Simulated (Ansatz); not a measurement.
A nudged elastic band was laid between two geometries of H$_{3}$NSSn (6 atoms, charge 0, multiplicity 1).

The calculation used RHF/def2-SVP in Ansatz.

```json
{
 "movable images": "6",
 "climbing image": "no",
 "spring": "5.0 eV/Å²",
 "optimiser": "quadratic models (default)",
 "start path": "through a guess of the saddle point",
 "force threshold": "0.05 eV/Å",
 "iteration limit": "60",
 "end points": "relaxed"
}
```

Initial state:

```xyz
6
Properties=species:S:1:pos:R:3
N -0.916 0.214 -0.990
Sn 0.263 -1.211 -0.195
S 1.200 0.314 1.510
H -0.980 1.166 -0.680
H -1.525 0.047 -1.769
H 1.999 -0.594 2.078
```

Final state:

```xyz
6
Properties=species:S:1:pos:R:3
N -0.914 0.214 -0.989
Sn 0.260 -1.216 -0.195
S 1.196 0.313 1.505
H -1.526 0.050 -1.766
H -0.973 1.166 -0.677
H 1.999 -0.590 2.076
```

(1) What changes between the two ends?

(2) What energy profile does the band end with?

(3) What is the geometry of the highest image?

The band took 16 iterations and about 110 core-seconds.

Results:

(1) No bond is made or broken. The dihedral H4–N1–Sn2–S3 goes from 0 to -180°. The two ends are copies of one structure, up to a mirror image or an exchange of like atoms.

(2) It converged. The highest image is number 3 of 0 to 7, 0.48 eV above the ends, which have the same energy within 2 meV. No image climbed, so the highest image needn't sit at the top of the path.

```csv
image,path coordinate (Å),energy (eV),dihedral H4–N1–Sn2–S3 (°)
0,0.00,0.00,0
1,0.44,0.09,26
2,0.88,0.31,63
3,1.33,0.48,99
4,1.77,0.48,125
5,2.21,0.30,140
6,2.65,0.09,156
7,3.09,0.00,-180
```

(3) 
```xyz
6
Properties=species:S:1:pos:R:3
N -0.960 0.343 -0.893
Sn 0.633 -0.879 -0.435
S 1.000 0.101 1.786
H -0.842 1.156 -1.473
H -1.823 -0.104 -1.149
H 2.034 -0.681 2.117
```

The run took 110 s on 1 thread of Arm Neoverse V2, on a shared host, peak memory 0.25 GiB.
